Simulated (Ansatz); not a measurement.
Consider the ligand exchange at a Ge–C bond: `C[CH2][Ge]([F])([F])[F]` + `CNC` → `C[N](C)[Ge]([F])([F])[F]` + `CC`.

Computed with Ansatz on PBE0-D4/def2-TZVP structures; ΔE is electronic, products minus reactants. CCSD(T)/CBS is the MP2 limit (def2-TZVPP, def2-QZVPP) plus CCSD(T) − MP2 in def2-TZVPP, frozen cores. This one scheme is used for every species. Functionals use def2-TZVPP. HSE06 is defined as in plane-wave codes. For Ge outer-core shells are correlated without core-valence functions, which leaves a few kJ/mol of doubt a bond. Scalar relativity is left out up to krypton. One conformer a species, not always the lowest.

`C[CH2][Ge]([F])([F])[F]`:

```xyz
11

C     0.278    1.408    0.297
C     0.463   -0.073    0.605
Ge   -0.508   -1.208   -0.605
F    -2.201   -0.924   -0.582
F    -0.323   -2.884   -0.291
F    -0.044   -0.996   -2.244
H     0.847    2.014    1.006
H    -0.769    1.706    0.370
H     0.628    1.656   -0.707
H     0.118   -0.325    1.611
H     1.511   -0.375    0.539
```

`CNC`:

Z-matrix (Å, degrees):
```
C
N 1 1.445
H 1 1.094 2 109.4
H 1 1.092 2 110.0 3 117.9
H 1 1.104 2 114.0 3 -120.2
C 2 1.445 1 112.8 3 65.3
H 2 1.011 1 109.8 3 -171.9
H 6 1.104 2 114.0 1 54.9
H 6 1.094 2 109.4 1 -65.3
H 6 1.092 2 110.0 1 176.8
```

`C[N](C)[Ge]([F])([F])[F]`:

```xyz
13

C    -0.566   -0.195    1.388
N    -0.142   -0.203    0.004
C    -1.160    0.174   -0.954
Ge    1.578   -0.021   -0.403
F     1.864   -0.530   -2.009
F     2.540   -0.950    0.660
F     2.252    1.555   -0.327
H    -0.901    0.797    1.717
H    -1.398   -0.895    1.519
H     0.245   -0.520    2.041
H    -2.006   -0.517   -0.879
H    -0.772    0.112   -1.972
H    -1.535    1.192   -0.785
```

`CC`:

Cartesian coordinates in Å:
```
C 0.561 -0.401 -0.318
C -0.561 0.401 0.318
H 1.539 -0.072 0.041
H 0.469 -1.466 -0.091
H 0.559 -0.296 -1.406
H -1.539 0.072 -0.041
H -0.469 1.466 0.091
H -0.559 0.295 1.406
```

CCSD(T)/CBS gives -16.2 kJ/mol.

**Question.** Another level gave -17.2 kJ/mol. Which?
A. ωB97X-V/def2-TZVPP
B. HSE06/def2-TZVPP
C. revPBE/def2-TZVPP
D. MP2/def2-TZVPP

**Answer.** A. ωB97X-V -17.2, MP2/def2-TZVPP -22.1, HSE06 -10.8, revPBE -5.1 kJ/mol.

Largest T1 diagnostic among the species: 0.012.

Leaving LDA and LC-ωPBE aside and taking each functional with its dispersion term where it has one, the values, not all of them listed here, spread over 11.0 kJ/mol, from BHLYP-D4 to PBE-D4. LDA lies −5.0 kJ/mol from PBE without D4. From BLYP to BHLYP (50 % exact exchange), in def2-TZVPP and without D4, ΔE moves by −8.3 kJ/mol.

CCSD(T)/CBS has its own doubt, a few kJ/mol and more with outer-core shells, so smaller differences from it don't rank the levels.
